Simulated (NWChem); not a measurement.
# C6H5F; SMILES Fc1ccccc1

```xyz
12

F      0.0000     0.0000    -2.2701
C      0.0000     0.0000    -0.9374
C      0.0000     1.2147    -0.2615
C      0.0000     1.2064     1.1324
C      0.0000     0.0000     1.8327
C      0.0000    -1.2064     1.1324
C      0.0000    -1.2147    -0.2615
H      0.0000     2.1446    -0.8331
H      0.0000     2.1549     1.6748
H      0.0000     0.0000     2.9247
H      0.0000    -2.1549     1.6748
H      0.0000    -2.1446    -0.8331
```
Atoms are numbered in this order, from 1.

Results from NWChem. The geometry was optimised at PBE0/def2-SVP. B3LYP is NWChem's, with the RPA form of VWN correlation.

**Question.** Estimate the computed values for B3LYP/3-21G. Quantities: highest occupied level (eV); orbital gap (eV); dipole (D).

**Answer.** 
```
Item                         Result
---------------------------  ------
highest occupied level (eV)   -6.67
orbital gap (eV)               6.50
dipole (D)                     1.27
```
